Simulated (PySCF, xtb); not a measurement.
InBr3, SMILES [Br][In]([Br])[Br].

Harmonic wavenumbers (cm⁻¹) from GFN2-xTB (xtb 6.7.1) at its own minimum, in rising order: 52, 52, 58, 173, 254, 254.

What does PBE-D3(BJ)/def2-SVP (PySCF) give at its own minimum? (The exact figures need the calculation; the answer reports its results.)

59, 59, 72, 197, 274, 274. Paired by order, the mean absolute difference is 16 cm⁻¹ and the zero-point energies are 1.2 and 1.3 kcal/mol.
